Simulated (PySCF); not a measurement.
## GeH and its ions

PBE0; basis Ge aug-cc-pVDZ-PP with ECP10, H aug-cc-pVDZ; scalar-relativistic core potentials; PySCF 2.14. Neutral (UKS): doublet (π ↑), Re = 1.609 Å, ωe = 1870 cm⁻¹, De = 2.80 eV, HOMO -5.28 eV, LUMO -3.19 eV.

GeH⁻ (UKS): triplet (π ↑↑), Re = 1.637 Å, ωe = 1689 cm⁻¹, De = 2.70 eV to Ge⁻ + H. The energies at the minima are -295.08359 hartree for GeH and -295.13023 for GeH⁻.

Question: Work out the adiabatic electron affinity, without and with harmonic zero-point energies (1 hartree = 27.2114 eV, 1 eV = 8065.5 cm⁻¹), and the change of the bond length.

Answer: At PBE0: 0.04664 hartree = 1.269 eV between the minima; the zero-point term (1870.0 − 1689.0)/2 cm⁻¹ = +0.011 eV makes it 1.280 eV. Re changes by +2.8 pm against the neutral. The electron enters a π orbital, which is non-bonding in a hydride.

Spin–orbit coupling is left out. For an ion De counts to the pair picked by the measured ionisation energies or electron affinities, which need not be the lowest pair at this level. The highest Kohn–Sham level is positive in this anion. Much of that is self-interaction error, but it also means that the finite basis helps to hold the extra electron. States were picked by a PBE0 search and need not be the measured ground states.
